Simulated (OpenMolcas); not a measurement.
**Ag2+ in CsCaF3: curves along the breathing mode**

Ag2+ with its 6 nearest fluoride ions, on the Ca site of CsCaF3 (a = 4.526 Å, distance in the model lattice 2.263 Å). The rest of the host is ab initio model potentials to 7.6 Å, with orthogonalisation functions on the cations behind the ligands, and point charges beyond; the distance is set by hand and nothing relaxes. Ligand basis ANO-RCC-VDZP.

- Program: OpenMolcas 26.06
- Method: SS-CASPT2, IPEA 0.25 Eh, imaginary shift 0.1 Eh (closed shells correlated: 4s 4p and the ligand valence shells)
- Basis: ANO-RCC-VDZP [6s5p3d1f]
- Scalar Hamiltonian: DKH2, point nucleus
- Active space: 9 electrons in 5 orbitals (4d)
- State averaging: 2S+1 = 2 even, 5 roots
- Spin-orbit coupling: state interaction with AMFI integrals over the reference wave functions

Spin-free energies (labels of O, the rotations of Oh) in cm-1 above the lowest fitted minimum, as all ligands move together:

| R (Å) | 2E | 2T2 |
| --- | --- | --- |
| 2.155 | -10 | 13590 |
| 2.205 | 890 | 13190 |
| 2.304 | 8740 | 18910 |
| 2.354 | 15770 | 25120 |
| 2.403 | 24800 | 33530 |

Quadratic fits give the following; the wavenumber is harmonic, with the mass of all moving ligands, small differences in it between states hang on the degree of the fit, a number in brackets counts states of one label, and the table is a selection of at most 14 states with clean curves.

```json
{"State": "2E", "R0 (Å)": "2.160", "Breathing mode (cm-1)": "497", "Minimum (cm-1)": "0"}
{"State": "2T2", "R0 (Å)": "2.190", "Breathing mode (cm-1)": "517", "Minimum (cm-1)": "13050"}
```

The minimum of 2T2 is shifted by +0.0306 Å against 2E (from the unrounded fits). With M = 114.0 u for the moving shell, the Huang-Rhys factor in this mode is S = M ω ΔR² / 2ħ = 0.01483 × 114.0 × 497 × 0.0306² = 0.79. Only the first shell moves, against a rigid host.

Roots that are degenerate in the reference are averaged as groups; the widest CASPT2 spread within a group is 110 cm-1 (the 3-fold group of multiplicity 2 near 10200 cm-1 above the lowest state of its run, R = 2.304). Shifts and gaps below about the spread of the groups concerned are not significant. Over all roots computed the reference weight is 0.73 in R = 2.155, 0.73 in R = 2.205, 0.73 in R = 2.304, 0.73 in R = 2.354, 0.73 in R = 2.403; a low but even weight reflects the number of correlated electrons. An orbital doublet at a regular site is open to a Jahn-Teller distortion, which this geometry leaves out. Ligand-to-metal charge-transfer states are missing. With one d shell and no ligand orbital active, 10Dq can be off by a tenth or more. Free-ion shares, where given, are those of the reference states; single-state CASPT2 does not remix them. No measured value stands beside these numbers.
